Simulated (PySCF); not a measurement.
Precursor series Zn NH2-SH. All species are isolated molecules in the gas phase. One relaxed conformer stands for each flexible species; it need not be the lowest.

Level of theory: B3LYP-D3(BJ)/def2-TZVP // TPSS-D3(BJ)/def2-SVP (PySCF). All candidates: neutral, multiplicity 1. B3LYP has the VWN-RPA correlation part, as in Gaussian. 

The HOMO is -6.61 eV and the LUMO comes out as -0.75 eV. The HOMO–LUMO gap is 5.86 eV.

Q: Name which member has these values.
(A) [Zn(NH2)(SH)]
(B) [Zn(NH2)2]
(C) [Zn(SH)2]

A: B, [Zn(NH2)2]. The others give [Zn(SH)2]: -7.25 eV, -1.36 eV, 5.88 eV; [Zn(NH2)(SH)]: -6.96 eV, -1.07 eV, 5.89 eV
